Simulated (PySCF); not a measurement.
## Solvent effects on NMR parameters

Molfile (atoms numbered from 1):
```
C5H14BP
     RDKit          3D

 21 21  0  0  0  0  0  0  0  0999 V2000
   -0.5821   -1.2647   -1.4869 B   0  0  0  0  0  0  0  0  0  0  0  0
   -0.6148   -0.0954    0.0198 P   0  0  0  0  0  0  0  0  0  0  0  0
   -1.6749    1.3638   -0.2254 C   0  0  0  0  0  0  0  0  0  0  0  0
   -1.2424   -0.8832    1.5366 C   0  0  0  0  0  0  0  0  0  0  0  0
    0.9871    0.5897    0.5084 C   0  0  0  0  0  0  0  0  0  0  0  0
    2.0118    0.8998   -0.5525 C   0  0  0  0  0  0  0  0  0  0  0  0
    2.2253   -0.2570    0.3643 C   0  0  0  0  0  0  0  0  0  0  0  0
    0.1528   -2.1985   -1.1875 H   0  0  0  0  0  0  0  0  0  0  0  0
   -0.1848   -0.5967   -2.4332 H   0  0  0  0  0  0  0  0  0  0  0  0
   -1.7554   -1.6019   -1.6020 H   0  0  0  0  0  0  0  0  0  0  0  0
   -1.2858    1.9370   -1.0792 H   0  0  0  0  0  0  0  0  0  0  0  0
   -1.6992    2.0055    0.6673 H   0  0  0  0  0  0  0  0  0  0  0  0
   -2.6941    1.0310   -0.4689 H   0  0  0  0  0  0  0  0  0  0  0  0
   -2.2389   -1.3041    1.3407 H   0  0  0  0  0  0  0  0  0  0  0  0
   -0.5644   -1.7063    1.8047 H   0  0  0  0  0  0  0  0  0  0  0  0
   -1.2982   -0.1696    2.3721 H   0  0  0  0  0  0  0  0  0  0  0  0
    0.9468    1.2661    1.3703 H   0  0  0  0  0  0  0  0  0  0  0  0
    1.7467    0.6754   -1.5894 H   0  0  0  0  0  0  0  0  0  0  0  0
    2.6148    1.8008   -0.4140 H   0  0  0  0  0  0  0  0  0  0  0  0
    2.9795   -0.1751    1.1519 H   0  0  0  0  0  0  0  0  0  0  0  0
    2.1041   -1.2587   -0.0569 H   0  0  0  0  0  0  0  0  0  0  0  0
  1  2  1  0
  2  3  1  0
  2  4  1  0
  2  5  1  0
  5  6  1  0
  6  7  1  0
  7  5  1  0
  1  8  1  0
  1  9  1  0
  1 10  1  0
  3 11  1  0
  3 12  1  0
  3 13  1  0
  4 14  1  0
  4 15  1  0
  4 16  1  0
  5 17  1  0
  6 18  1  0
  6 19  1  0
  7 20  1  0
  7 21  1  0
M  CHG  2   1  -1   2   1
M  END
```

GIAO PBE0/pcSseg-1 in PySCF 2.14 on one PBE0-D3(BJ)/def2-SVP conformer, non-relativistic, equivalent nuclei averaged. Solvents enter as an IEF-PCM continuum (dimethylsulfoxide with ε = 46.8) around the gas-phase geometry. Shifts are referred to BF3·OEt2, TMS computed in the same medium.

Gas phase, δ in ppm: B1 -50.5, C3/C4 14.3, C5 8.5, C6/C7 4.2, H11/H12/H13/H14/H15/H16 1.18, H18/H21 0.94, H19/H20 0.64, H8/H9/H10 0.40, H17 0.29. Dipole moment 5.04 D.

Task: How does each δ change in the continuum?

Result: 
| atoms | environment | Δδ, dimethylsulfoxide |
| --- | --- | --- |
| B1 | boron bonded to P, 3 H | +0.4 |
| C3/C4 | methyl carbon bonded to P | 0.0 |
| C5 | three-membered-ring carbon | +0.2 |
| C6/C7 | three-membered-ring carbon | +0.5 |
| H11/H12/H13/H14/H15/H16 | hydrogen on a methyl carbon bonded to P | +0.17 |
| H18/H21 | hydrogen on a three-membered-ring carbon | -0.28 |
| H19/H20 | hydrogen on a three-membered-ring carbon | +0.20 |
| H8/H9/H10 | hydrogen on a boron bonded to P | -0.45 |
| H17 | hydrogen on a three-membered-ring carbon | +0.51 |

Changes are relative to the gas phase. The dipole moment becomes 6.82 D in dimethylsulfoxide.

Task: Which nuclei move most (in ppm), and what does the model miss?

Result: B1 (boron bonded to P, 3 H, +0.4 ppm) and C6/C7 (three-membered-ring carbon, +0.5 ppm) and H8/H9/H10 (hydrogen on a boron bonded to P, -0.45 ppm) and H17 (hydrogen on a three-membered-ring carbon, +0.51 ppm) in dimethylsulfoxide. A continuum only polarises the solute; specific hydrogen bonds, the anisotropy of aromatic solvents and changes of geometry or conformer are outside it.
